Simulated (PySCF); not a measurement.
## Xe³⁺: ionisation energy

Xe³⁺ [Kr] 4d10 5s2 5p3 [5p1/2^2 5p3/2^1, M_J = 3/2] → Xe⁴⁺ [Kr] 4d10 5s2 5p2 [5p1/2^2, M_J = 0], as a difference of total energies. Computed with PySCF 2.14 in x2c-TZVPPall-2c, with the two-component X2C-1e Hamiltonian. Correlated levels: [Ar] 3d10 frozen; the 6 highest virtual spinors dropped. "Screened" scales the spin-orbit matrix elements by Boettger's factors to mimic the two-electron term; Breit and QED terms are absent.

| method | ionisation energy (eV) |
| --- | --- |
| GHF (spin-free) | 42.941 |
| GMP2 (spin-free) | 43.487 |
| GHF (screened spin-orbit) | 42.282 |
| GMP2 (screened spin-orbit) | 42.517 |

**Question.** How much does correlation contribute at GMP2 (screened spin-orbit)?

**Answer.** 42.517 − (42.282) = 0.235 eV, measured against GHF (screened spin-orbit).

The spin-free rows relax to the high-spin LS determinant and lack the spin-orbit shift.

Errors of the correlated levels include the incompleteness of this basis and the frozen core.

The labels give the starting determinants; with spin-orbit coupling the two ends relaxed to ⟨J²⟩ = 3.76, ⟨L²⟩ = 0.21, ⟨S²⟩ = 3.53 and ⟨J²⟩ = 0.00, ⟨L²⟩ = 1.35, ⟨S²⟩ = 1.35.

For comparison: 42.2 ± 0.2 eV (measured; NIST Atomic Spectra Database, ionization energies).
